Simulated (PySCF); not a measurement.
## Electron correlation in Ti¹⁰⁺ (titanium, charge +10)

[Ne] 3s2, closed-shell 1S. Computed with PySCF 2.14 in an even-tempered Gaussian basis (20 s from 0.59 bohr⁻², ratio 2.2; 13 p from 0.76 bohr⁻², ratio 2.2; 5 d from 3.3 bohr⁻², ratio 2.4; 5 f from 5 bohr⁻², ratio 2.4; 4 g from 7.4 bohr⁻², ratio 2.4), with the non-relativistic Hamiltonian (point nucleus). Frozen: 1s2; 10 electrons correlated; the 23 highest virtual orbitals of each spin left out.

MP2 pair energies summed by pair of shells (mhartree):

```tsv
pair	energy	share (%)
2p-2p	-215.40	53.9
2s-2p	-65.81	16.5
3s-3s	-55.69	13.9
2p-3s	-45.10	11.3
2s-2s	-10.79	2.7
2s-3s	-6.67	1.7
```

Total MP2 correlation energy: -399.45 mhartree.

Same-spin part -91.61 and opposite-spin part -307.84 mhartree; SCS-MP2 scales them by 1/3 and 6/5 to -399.95 mhartree.

MP2 falls well short for the outer s pair, which is nearly degenerate with np².
